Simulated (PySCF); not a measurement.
## Vibration and rotation of TiCl⁻

ROHF-MP2 constants of TiCl⁻, triplet, unpaired electrons π ↑, δ ↑ (PySCF, no relativity, basis sets Ti def2-TZVPPD, Cl def2-TZVPPD; masses 47.9479 and 34.9689 u):

| Item | Value |
| --- | --- |
| ωe | 301.1 cm⁻¹ |
| ωexe | 1.81 cm⁻¹ |
| Be | 0.14438 cm⁻¹ |
| αe | 0.00106 cm⁻¹ |
| D (centrifugal) | 1.33e-07 cm⁻¹ |

Give the vibrational terms G(v) and spacings up to v = 6.

G(v) = ωe(v+½) − ωexe(v+½)².

| v | G(v) (cm⁻¹) | G(v) − G(v−1) | Bv (cm⁻¹) |
| --- | --- | --- | --- |
| 0 | 150.1 |  | 0.1439 |
| 1 | 447.6 | 297.5 | 0.1428 |
| 2 | 741.4 | 293.9 | 0.1417 |
| 3 | 1031.7 | 290.2 | 0.1407 |
| 4 | 1318.3 | 286.6 | 0.1396 |
| 5 | 1601.3 | 283.0 | 0.1386 |
| 6 | 1880.7 | 279.4 | 0.1375 |

Correlated steps freeze 10 core orbitals. The state is the lowest single determinant that the PBE0 search found; with open d or f shells the true ground state can be another one.
